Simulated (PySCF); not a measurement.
# TiCl₃⁺ + 3 HCl → TiH₃⁺ + 3 Cl₂

Level: PBE0 in the def2-TZVP basis family, all electrons, no relativity, computed in PySCF with density fitting; open shells unrestricted.

| species | state and structure | E (Eh) | ZPE (kJ/mol) | H(298 K) − H(0) (kJ/mol) | S° (J/(mol K)) |
| --- | --- | --- | --- | --- | --- |
| TiCl₃⁺ | singlet, C3v, Ti–Cl 2.103 Å (×3); Cl–Ti–Cl 111.8° (×3) | -2229.32436 | 12.0 | 16.9 | 326.2 |
| HCl | singlet, C∞v, H–Cl 1.279 Å | -460.66440 | 17.9 | 8.7 | 186.6 |
| TiH₃⁺ | singlet, C3v, Ti–H 1.621 Å (×3); H–Ti–H 67.1° (×3) | -850.63154 | 39.3 | 13.9 | 243.3 |
| Cl₂ | singlet, D∞h, Cl–Cl 1.982 Å | -920.08940 | 3.5 | 9.1 | 222.5 |

(1) What is the electronic reaction energy?

(2) Add zero-point, thermal and entropy terms for 298.15 K and 1 bar.

Results:

(1) At PBE0/def2-TZVP, ΔE = 1097.0 kJ/mol from the differences of the total energies times 2625.5, uphill. 

(2) ΔZPE = -15.9 and Δ[H(298) − H(0)] = -1.8 kJ/mol give ΔH° = 1079.3 kJ/mol. ΔS° = 24.8 J/(mol K), so ΔG° = 1079.3 − 298.15 × (0.0248) = 1072 kJ/mol.

Each species is the lowest minimum found with this bonding; other isomers or fragments can lie lower.
